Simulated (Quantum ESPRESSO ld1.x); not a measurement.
Task: Re4+, 71 electrons, occupied as [Xe] 4f14 5d3 (the NIST ground configuration). Method: Dirac Kohn-Sham, BLYP, spin-unpolarised, spherical densities, point nucleus; open shells fill j = l - 1/2 first; computed with ld1.x of Quantum ESPRESSO 7.5. Some entries of the table are withheld. Estimate them.

| orbital | occ. | eigenvalue (hartree) | <1/r> (bohr^-1) |
|---|---|---|---|
| 1s1/2 | 2 | -2631.7997 | 88.82 |
| 2s1/2 | 2 | -457.3284 | 21.65 |
| 2p1/2 | 2 | -437.6352 | 21.61 |
| 2p3/2 | 4 | -384.7050 | 18.04 |
| 3s1/2 | 2 | -107.1124 | 7.946 |
| 3p1/2 | 2 | -98.3322 | 7.859 |
| 3p3/2 | 4 | -86.8378 | 6.936 |
| 3d3/2 | 4 | -72.1083 | 6.831 |
| 3d5/2 | 6 | -69.6133 | 6.615 |
| 4s1/2 | 2 | (1) | 3.344 |
| 4p1/2 | 2 | -19.9676 | (2) |
| 4p3/2 | 4 | -17.2844 | (3) |
| 4d3/2 | 4 | -11.2790 | 2.699 |
| 4d5/2 | 6 | -10.7834 | 2.623 |
| 5s1/2 | 2 | -4.7317 | 1.315 |
| 5p1/2 | 2 | -3.6129 | 1.192 |
| 4f5/2 | 6 | -3.2223 | 2.183 |
| 5p3/2 | 4 | -3.1946 | 1.082 |
| 4f7/2 | 8 | -3.1297 | 2.152 |
| 5d3/2 | 3 | (4) | 0.8110 |
| 5d5/2 | 0 | (5) | 0.7892 |

Result: 
(1) 4s1/2 eigenvalue (hartree): -23.6285
(2) 4p1/2 <1/r> (bohr^-1): 3.233
(3) 4p3/2 <1/r> (bohr^-1): 2.911
(4) 5d3/2 eigenvalue (hartree): -1.6990
(5) 5d5/2 eigenvalue (hartree): -1.6541
